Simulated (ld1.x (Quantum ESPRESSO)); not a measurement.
Configuration tests for N (TM semilocal)

- Element: N (Z = 7)
- Generator: ld1.x (Quantum ESPRESSO) 7.5
- Type: norm-conserving Troullier–Martins (semilocal form)
- Functional: revPBE
- Relativity: non-relativistic
- Frozen core: [He]
- Valence charge: 5
- Reference configuration: 2s2 2p2.5 (charge +0.5)
- Partial waves: 2p (bound): rc 1.20 bohr; 3d channel at 0.4 Ry: rc 1.15 bohr; 2s (bound): rc 0.95 bohr
- Local potential: the s channel
- Core correction: none

Energies are relative to the spin-unpolarised reference configuration 2s2 2p2.5; without spin polarisation the order of configurations can differ from experiment.

Task: Give the all-electron excitation energy and the error of the potential for: 2s2 2p3; 2s2 2p2; 2s2 2p1; 2s1 2p3; 2s2 2p0; 2s0 2p5; 2s1 2p4.

Result:

```json
{"valence configuration": "2s2 2p3", "charge": "0", "ΔE all-electron (eV)": "-5.069", "error AE − PS (meV)": "+0.2"}
{"valence configuration": "2s2 2p2", "charge": "+1", "ΔE all-electron (eV)": "8.472", "error AE − PS (meV)": "+1.5"}
{"valence configuration": "2s2 2p1", "charge": "+2", "ΔE all-electron (eV)": "37.263", "error AE − PS (meV)": "+44"}
{"valence configuration": "2s1 2p3", "charge": "+1", "ΔE all-electron (eV)": "20.320", "error AE − PS (meV)": "-1.4"}
{"valence configuration": "2s2 2p0", "charge": "+3", "ΔE all-electron (eV)": "84.239", "error AE − PS (meV)": "+315"}
{"valence configuration": "2s0 2p5", "charge": "0", "ΔE all-electron (eV)": "18.075", "error AE − PS (meV)": "+29"}
{"valence configuration": "2s1 2p4", "charge": "0", "ΔE all-electron (eV)": "6.495", "error AE − PS (meV)": "+11"}
```
